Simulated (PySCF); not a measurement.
Radial density of P(2+) (phosphorus, charge +2)

B3LYP, [Ne] 3s1 3p2, high-spin 4P determinant (an excited configuration). Computed with PySCF 2.14 in aug-cc-pwCVDZ (6s5p3d, 36 functions), with no relativity, point nucleus.

```
r (bohr)  4πr²ρ (e/bohr)  4πr²(ρα − ρβ)
 0.00147         0.05654         0.0002
 0.00247          0.1557         0.0006
 0.00416          0.4178         0.0017
 0.00700           1.087         0.0043
  0.0118           2.664         0.0104
  0.0198           5.936         0.0228
  0.0333           11.24         0.0419
  0.0560           16.32         0.0582
  0.0942           15.81         0.0669
   0.159           11.12         0.1563
   0.267           13.64         0.3943
   0.448           14.94         0.2517
   0.754           5.392         0.0866
    1.27           1.918         1.5585
    2.13           1.422         1.4191
    3.59          0.1285         0.1285
    6.04       0.0007386         0.0007
    10.2       2.564e-05         0.0000
```
